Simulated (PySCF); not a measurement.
## Spectroscopy problems

Theory: geometry: GFN2-xTB, shielding tensors at PBE0/pcSseg-1 (GIAO), in PySCF 2.14 (a single conformation, gas phase, equivalent nuclei averaged, no relativistic terms).

References, each an isolated molecule treated in the same way: ¹H (31.72 ppm), ¹³C (186.93 ppm) against TMS. Splittings of carbon signals by F and P are missing where no couplings were computed. Where no couplings were computed, multiplicities follow the n + 1 count of equivalent neighbours, and m marks all less simple cases (inequivalent or close neighbours, rings, F or P nearby). Shifts are as computed. Against solution values, carbons near 30 ppm lie about +3 ppm off and those near 130 ppm about +5 ppm. Of 1211 compounds with measured shifts, 218 miss one by over three times the rms of a fit or turn the order of signals round; such compounds aren't used in these exercises.

(1) C6H8FPSi. ¹H NMR (400 MHz, computed): δ 7.75 (m, 1H), 7.48 (m, 1H), 7.29 (m, 1H), 7.25 (m, 1H), 4.10 (m, 3H), 3.20 (m, 1H). ¹³C{¹H} NMR (computed): δ 173.3, 139.9, 134.7, 129.9, 128.9, 120.1. Identify the compound.

(2) C7H12O. ¹H NMR (600 MHz, computed): δ 5.02 (m, 1H), 4.98 (m, 1H), 4.17 (br s, 1H), 3.89 (br s, 1H), 3.68 (s, 3H), 2.75 (s, 2H), 1.92 (s, 3H). ¹³C{¹H} NMR (computed): δ 174.3 (C), 156.2 (C), 115.8 (CH2), 84.6 (CH2), 55.7 (CH3), 49.0 (CH2), 25.0 (CH3). Identify the compound.

Answers

(1) SMILES c1c(F)c(P[SiH3])ccc1. 6 carbon signals for 6 carbons: no two carbons are equivalent. Carbon types of the structure: 2 × C, 4 × CH, leaving 4 H on heteroatoms. δC 173.3: aromatic carbon bearing fluorine; the electronegative substituent deshields the carbon that carries it. δC 139.9, 134.7, 129.9, 120.1: aromatic CH. δC 128.9: substituted aromatic carbon. δH 7.75, 7.48, 7.29, 7.25: hydrogen on an aromatic CH; the ring current deshields protons in the ring plane.

The data come from this structure; uniqueness wasn't tested.

(2) SMILES COC(CC(=C)C)=C. Rings plus π bonds: 2 (no ring in the answer). 7 carbon signals for 7 carbons: no two carbons are equivalent. Carbon types of the structure: 2 × C, 3 × CH2, 2 × CH3, which accounts for all hydrogens. δC 174.3: alkene carbon bearing oxygen; an sp2 carbon further deshielded by the attached heteroatom. δC 156.2: fully substituted alkene carbon; as expected for a trigonal carbon in a double bond. δC 115.8: terminal =CH2 carbon; as expected for a trigonal carbon in a double bond. δC 84.6: β carbon of an enol-ether or enamine type C=C; the O or N lone pair pushes π density onto this β carbon and shields it.

The data come from this structure; uniqueness wasn't tested.
